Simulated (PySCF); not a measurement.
Computed shifts of a molecule C10H8S, PBE0/pcSseg-1 (PySCF), GIAO, gas phase, equivalent atoms averaged, in ppm (number of nuclei): ¹³C: 155.8 (1), 140.9 (1), 137.0 (2), 135.4 (1), 135.3 (1), 135.1 (1), 132.4 (1), 130.6 (1), 128.5 (1). ¹H: 8.25 (1), 8.13 (1), 7.95 (1), 7.78 (2), 7.61 (1), 7.45 (1), 7.44 (1). References: ¹³C against TMS (σ = 186.3 ppm); ³³S against H2S (σ = 716.7 ppm); ¹H against TMS (σ = 31.56 ppm), references at their B3LYP-D3(BJ)/def2-TZVP geometries, non-relativistic. Coordinates come from a r2SCAN-D4/def2-SVP optimisation. A frequency run showed that this geometry is not a minimum. The values are those of a single conformer.

Question: Pick the molecule that these values belong to.
A) Sc1cccc2ccccc12
B) C=Cc1cccc2sccc12
C) C=Cc1ccc2sccc2c1
D) c1ccc(-c2cccs2)cc1

Answer: D, c1ccc(-c2cccs2)cc1
